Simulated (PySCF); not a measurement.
Ge(H)2(Et)(OMe), C₃H₁₀GeO, SMILES [CH2](C)[GeH2][O]C at its GFN2-xTB optimised geometry (Å):

```
15

Ge     0.2053     0.3506     0.0000
C     -0.6489    -0.7843    -1.3718
C     -0.3520    -0.3540    -2.8025
O     -0.3502    -0.3882     1.5060
C     -0.0161     0.0520     2.8013
H     -0.2161     1.8111     0.0000
H      1.7255     0.3506     0.0000
H     -0.3150    -1.8111    -1.2136
H     -1.7255    -0.7723    -1.1937
H      0.7181    -0.3808    -2.9983
H     -0.7008     0.6615    -2.9791
H     -0.8471    -1.0151    -3.5120
H     -0.3550     1.0762     2.9779
H      1.0622     0.0090     2.9752
H     -0.5162    -0.6140     3.5064
```

Method: CAM-B3LYP/def2-TZVP (PySCF). Cells within 0.4 Å of a nucleus heavier than hydrogen are left out (blank, or x).

Map of the Laplacian of the electron density (e/bohr⁵), clipped to [-1.50, 1.50] on the plane z = 0.0 Å:

```
|555555555555555555555555555|
|555555555555555555555555555|
|555555555555555555555555555|
|555555555555555555555555555|
|555555555555555555555555555|
|555555555555555555555555555|
|555555555555455555555555555|
|555555555554015555555555555|
|555555555554234555555555555|
|555555555555455555555555555|
|555555555555899955555555555|
|5555555555569xx984335555555|
|5555555555579xx994005555555|
|55555555555699x974445555555|
|555555555555799855555555555|
|555555555555555555555555555|
|555555555555555555555555555|
|555555555555555555555555555|
|555555555555555555555555555|
|555555555555555555555555555|
|555555555555555555555555555|
|555555555555555555555555555|
|555555555555555555555555555|
|555555555555555555555555555|
|555555555555555555555555555|
|555555555555555555555555555|
|555555555555555555555555555|
```
Scale: ten equal steps from -1.50 (start of '0') to 1.50 (end of '9'), in the order '0123456789'; x runs from -4.00 to 4.00, y from -4.00 (bottom) to 4.00 (top).
